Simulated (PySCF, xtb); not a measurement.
C4H7FSi, SMILES C=C=C[Si@H](C)F.

GFN2-xTB run with xtb at its own geometry gives an orbital gap of 4.41 eV and a dipole moment of 2.09 D.

Geometry optimised at PBE0-D3(BJ)/def2-SVP. The structure was generated by enumeration; whether it is a known compound was not checked. Other conformers were not sampled.

Task: What does PBE0/def2-TZVP (PySCF) give? (The exact figures need the calculation; the answer reports its results.)

Result: gap 7.05 eV (levels -7.63 and -0.57 eV), dipole 2.06 D.
